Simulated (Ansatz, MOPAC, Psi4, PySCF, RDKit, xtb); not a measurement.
Pair of molecules: C2H4 (SMILES C=C) (first 6 atoms) with C2H6O (SMILES COC); geometry from B3LYP-D3(BJ)/def2-TZVP, rigid monomers moved along the line of their centres of mass till H3···O8 is 2.22 Å.
(charge 0, multiplicity 1):
```xyz
15

C     -0.444     0.263     0.861
C      0.714    -0.149     0.366
H     -0.822    -0.103     1.808
H     -1.056     0.986     0.334
H      1.097     0.217    -0.580
H      1.328    -0.876     0.886
C     -0.544     1.041     4.312
O     -0.520    -0.333     3.992
C      0.788    -0.863     3.997
H      0.031     1.629     3.585
H     -0.133     1.224     5.313
H     -1.584     1.363     4.289
H      1.429    -0.347     3.271
H      0.714    -1.915     3.725
H      1.247    -0.781     4.990
```

```csv
level,interaction energy (kcal/mol),cost
MMFF94,2.04,-
UFF,2.19,-
GFN-FF,-1.20,-
AM1,-0.07,-
PM3,0.85,-
PM6,-1.06,-
PM7,-1.36,-
GFN1-xTB,-0.63,-
GFN2-xTB,-1.16,-
HF/STO-3G (no counterpoise),0.61,-
HF/3-21G (no counterpoise),-2.29,-
HF/6-31G*,2.02,-
HF/6-31G* (no counterpoise),0.71,-
HF/aug-cc-pVDZ,2.07,-
PBE/def2-TZVPPD,0.17,×1
PBE-D3(BJ)/def2-TZVPPD,-1.57,×1
PBE-D4/def2-TZVPPD,-1.53,×1
BP86/6-31G* (no counterpoise),-0.25,-
r2SCAN/def2-TZVPPD,-0.75,×1
r2SCAN-D3(BJ)/def2-TZVPPD,-1.47,×1
r2SCAN-D4/def2-TZVPPD,-1.38,×1
B3LYP/3-21G (no counterpoise),-3.97,-
B3LYP/6-31G*,1.05,-
B3LYP/6-31G* (no counterpoise),-0.76,-
B3LYP/6-311+G** (no counterpoise),0.77,-
B3LYP/def2-TZVPPD,1.13,×1
B3LYP-D3(BJ)/def2-TZVPPD,-1.53,×1
B3LYP-D4/def2-TZVPPD,-1.38,×1
PBE0/def2-TZVPPD,0.09,×2
PBE0-D3(BJ)/def2-TZVPPD,-1.54,×2
PBE0-D4/def2-TZVPPD,-1.47,×2
wB97X-V/def2-TZVPPD,-1.35,×3
wB97M-V/def2-TZVPPD,-1.40,×3
MP2/6-31G*,0.43,-
MP2/6-31G* (no counterpoise),-2.08,-
MP2/aug-cc-pVDZ,-1.03,-
SCS-MP2/aug-cc-pVDZ,-0.17,-
CCSD/aug-cc-pVDZ,-0.43,-
CCSD(T)/aug-cc-pVDZ,-0.88,×70
SAPT0/jun-cc-pV(D+d)Z,-0.85,-
```

The rows run from -3.97 (B3LYP/3-21G (no counterpoise)) to 2.19 kcal/mol (UFF). In aug-cc-pVDZ the value moves HF 2.07, MP2 -1.03, CCSD -0.43, CCSD(T) -0.88, a shift of -2.96 from HF to CCSD(T). The dispersion term adds -1.74 in PBE-D3(BJ), -1.70 in PBE-D4, -0.72 in r2SCAN-D3(BJ). The 6 functionals in def2-TZVPPD without D3 or D4 span 2.53, from wB97M-V to B3LYP.

Monomers are frozen at their geometry in the pair; levels with a basis set take the counterpoise correction. Rows marked so take none. RDKit's UFF carries no charges.

Correlated levels freeze the cores. Rows in 3-21G, 6-311+G**, 6-31G*, STO-3G carry no dispersion term and start afresh at each structure (6-31G* with six Cartesian d functions). MP2/6-31G* freezes PySCF's default core. The state reached by AM1, PM3, PM6, PM7 isn't checked; PM7 holds dispersion and hydrogen-bond terms.

The values were computed with Ansatz (an electronic-structure program); MOPAC for AM1, PM3, PM6, PM7 (differences of heats of formation); Psi4 for SAPT; PySCF for 3-21G rows, 6-311+G** rows, 6-31G* rows, STO-3G rows, the dispersion terms; RDKit for the force fields; xtb for the GFN methods. Each number belongs to the level named beside it.

Costs are rough ratios of core time to PBE/def2-TZVPPD (about 13 s over the structures, on one shared machine); a dash marks a level with no comparable run of its own.
